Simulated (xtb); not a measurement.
TiCl4, SMILES [Cl][Ti]([Cl])([Cl])[Cl], multiplicity 1. All values are semi-empirical tight-binding results from xtb (GFN2-xTB unless named), good for trends rather than for accurate numbers. Coordinates come from a GFN2-xTB optimisation. The multiplicity is an assumed one; other spin states were not compared. The isomer is the one that the SMILES or the coordinates give; other isomers of the formula were not compared.

For metal compounds this method's bond lengths and energies can be far off.

| Quantity | Value |
|---|---|
| point group as xtb finds it | Td |
| orbital gap | 2.99 eV |
| zero-point energy | 3.2 kcal/mol |
| G − E(el) at 298.15 K (modified RRHO) | -17.2 kcal/mol |
